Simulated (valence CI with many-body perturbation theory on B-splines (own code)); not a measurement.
Values are calculated unless marked as measured or tabulated.
**Pb¹⁰⁺: what the settings do**

Level of theory: valence CI with perturbative core correlation (CI+MBPT): four valence electrons over a frozen Dirac-Fock core [Xe] 4f14, a basis of 6 s, 6 p, 5 d, 5 f, 1 g functions for each j, with the one-electron correlation potential Σ1, the two-electron term Σ2, the three-electron term Σ3, Breit, model QED; selected CI, second order for the rest (own B-spline code, finite nucleus).

No measured spectrum was set against this ion. As an estimate, terms of the open shell hold to 2 to 4 % of their energy, and close levels can change places. Only levels of the ground parity were solved; by the run's estimate the other parity begins above the list, which can be wrong where configurations are misplaced.

The reference run has the lowest level (5d3/2^4) J=0 and an ionisation energy of 183.031 eV. Its largest variational space holds 9998 state functions.

Levels are named by their leading jj configuration (3d3/2^4 stands for four electrons in 3d with j = 3/2), which in mixed levels can hold well under half, so a name can repeat and another be missing. Letters in brackets count levels of one name in rising energy.

Changed runs:
A. Davidson tolerance 2e-05 → 0.0003; factor on the speed of light 1 → 100; QED terms on → off
B. size limit of the variational space 10000 → 3000; highest l in the core sums 6 → 3; second order for the rest on → off
C. lowest core n in screening and Σ2 4 → 2; highest l with Σ1, explicit Σ2 and valence Breit (higher l get mean screening factors) 3 → 1
D. cutoff of virtual states (hartree) 13448 → 32.67 (bad on purpose)

Excitation energies of the reference run in cm⁻¹, and shifts in cm⁻¹:

| Level | Reference | B | C | D |
| --- | --- | --- | --- | --- |
| (5d3/2^3 5d5/2) J=1 | 17438 | +191 | -964 | -54 |
| (5d3/2^3 5d5/2) J=2 | 28214 | +359 | -1512 | -71 |
| (5d3/2^3 5d5/2) J=4 | 33595 | +563 | -1024 | -50 |
| (5d3/2^3 5d5/2) J=3 | 34004 | +429 | -1664 | -69 |
| (5d3/2^2 5d5/2^2) J=0 | 48770 | +37 | -2618 | -102 |
| (5d3/2^2 5d5/2^2) J=4 [a] | 51081 | +615 | -1834 | -100 |
| (5d3/2^2 5d5/2^2) J=3 [a] | 55030 | +631 | -2244 | -85 |
| (5d3/2^2 5d5/2^2) J=2 [a] | 55462 | +383 | -2444 | -83 |
| (5d3/2^2 5d5/2^2) J=5 | 59922 | +748 | -1622 | -93 |
| (5d3/2^2 5d5/2^2) J=1 | 62069 | +171 | -3108 | -108 |
| (5d3/2^2 5d5/2^2) J=6 | 64134 | +809 | -1337 | -92 |
| (5d3/2^2 5d5/2^2) J=4 [b] | 68902 | +764 | -2452 | -95 |
| Ionisation energy (eV) | 183.031 | +0.350 | -0.609 | -0.201 |

Run A ends with another lowest level, (5d3/2^2 5d5/2^2) J=0, and an ionisation energy of 184.601 eV.
